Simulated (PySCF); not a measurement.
A PySCF script (with the pyscf-properties extension) for the NMR shieldings of SMILES CN(C)[SiH2]N(C)[SiH2]P, C3H15N2PSi2, on a GFN2-xTB geometry:

```python
import basis_set_exchange as bse
import numpy as np
from pyscf import gto, dft
from pyscf.prop import nmr

atoms = """
C     1.730850   -0.277229    1.146578
N     1.295143    0.462439   -0.015270
C     2.208927    1.524900   -0.346355
Si    0.388893   -0.331525   -1.244064
N    -1.041757   -0.932631   -0.465838
C    -1.710725   -2.071903   -1.050475
Si   -1.970435   -0.074576    0.720831
P    -0.825882    1.673139    1.496764
H     2.706004   -0.752516    0.981494
H     1.816305    0.399216    2.001564
H     0.997371   -1.043961    1.383692
H     3.218844    1.144160   -0.544826
H     2.265422    2.232743    0.485156
H     1.860278    2.050254   -1.231107
H     0.110262    0.684108   -2.266448
H     1.031638   -1.510807   -1.844093
H    -2.181480   -2.668351   -0.269511
H    -2.488215   -1.760578   -1.752976
H    -0.998642   -2.693859   -1.587552
H    -3.279598    0.285017    0.141302
H    -2.215131   -0.999881    1.841954
H    -0.967223    2.446250    0.357432
H    -1.955603    2.242576    2.071827
"""
names = dict.fromkeys(["C", "N", "Si", "P", "H"], "pcSseg-1")
basis = {el: gto.basis.parse(bse.get_basis(n, elements=[el], fmt="nwchem")) for el, n in names.items()}
mol = gto.M(atom=atoms, basis=basis, charge=0, verbose=0)
mf = dft.RKS(mol, xc="PBE0")
mf.grids.level = 2
mf.grids.alignment = dft.numint.BLKSIZE   # the property module wants whole blocks of grid points
mf.conv_tol = 1e-9
mf.kernel()

calc = nmr.RKS(mf)   # GIAO
C = mf.mo_coeff
Co = C[:, mf.mo_occ > 0]
resp = mf.gen_response(singlet=True, hermi=2)
def vind(x):   # induced exchange potential for any number of trial vectors
    d = np.einsum("pi,xij,qj->xpq", C, 2 * x.reshape(-1, C.shape[1], Co.shape[1]), Co, optimize=True)
    return np.einsum("xpq,pi,qj->xij", resp(d - d.transpose(0, 2, 1)), C, Co, optimize=True).ravel()
mo1, _ = nmr.rhf.solve_mo1(calc, with_cphf=vind)
sigma = calc.kernel(mo1)
for i, s in enumerate(sigma):   # ppm
    print("%2d %-2s %9.2f" % (i, mol.atom_pure_symbol(i), np.trace(s) / 3))
```

Problem. Give the expected output.

Solution. 
```
 0 C     147.00
 1 N     235.29
 2 C     148.49
 3 Si    365.51
 4 N     254.75
 5 C     152.50
 6 Si    378.24
 7 P     614.15
 8 H      29.52
 9 H      29.18
10 H      29.01
11 H      29.43
12 H      29.31
13 H      29.16
14 H      26.93
15 H      26.88
16 H      28.98
17 H      29.04
18 H      28.89
19 H      26.34
20 H      26.78
21 H      30.49
22 H      30.87
```

These numbers come from an equivalent density-fitted implementation of the same equations, which agrees with the script to about 0.01 ppm for H and up to a few tenths of a ppm for heavy atoms, so last digits may differ.

Problem. Turn these shieldings into chemical shifts. δ = σ(ref) − σ, references computed at the same level: TMS for 13C (σ = 186.93 ppm) and 29Si (σ = 349.16 ppm) and 1H (σ = 31.72 ppm); 15N (σ = 267.73 ppm) vs NH3; 31P (σ = 318.38 ppm) against H3PO4.

Solution. Averaging equivalent atoms: C 0/2: 39.2; C 5: 34.4; N 1: 32.4; N 4: 13.0; Si 3: -16.4; Si 6: -29.1; P 7: -295.8; H 19/20: 5.16; H 14/15: 4.81; H 16/17/18: 2.75; H 8/9/10/11/12/13: 2.45; H 21/22: 1.04 ppm. Experimental scales use liquid or dissolved standards, which lie at an offset from isolated NH3 (liquid NH3: subtract about 20 ppm) and H3PO4.

Size and cost of the density-fitted run: 232 basis functions, 91 s wall time on 1 thread of an Arm Neoverse N1, shared host; peak memory 1.1 GiB.
